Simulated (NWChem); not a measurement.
# C$_{2}$H$_{6}$NO cation; SMILES C(=O)(C)[NH3+]

```xyz
10

C     -0.6032    -1.3289     0.0001
C      0.2424    -0.1157    -0.0002
N     -0.6065     1.2290     0.0000
O      1.4031     0.0430     0.0000
H     -1.2535    -1.3523     0.8898
H     -1.2486    -1.3556    -0.8931
H      0.0529    -2.2083     0.0032
H      0.0560     2.0180    -0.0035
H     -1.2138     1.3080    -0.8281
H     -1.2077     1.3106     0.8323
```
Atoms are numbered in this order, from 1.

All runs use the structure optimised with PBE0/def2-SVP.

**Question.** List the 4 lowest vertical singlet excitations from CAM-B3LYP/6-31+G* (spherical d), full TDDFT (NWChem).

**Answer.** 
| state | energy (eV) | oscillator strength | leading excitation (squared amplitude) |
|---|---|---|---|
| S1 | 5.47 | 0.000 | HOMO → LUMO (0.98) |
| S2 | 8.14 | 0.067 | HOMO → LUMO+1 (0.94) |
| S3 | 8.91 | 0.001 | HOMO−2 → LUMO (0.98) |
| S4 | 9.11 | 0.128 | HOMO−1 → LUMO (0.67) |
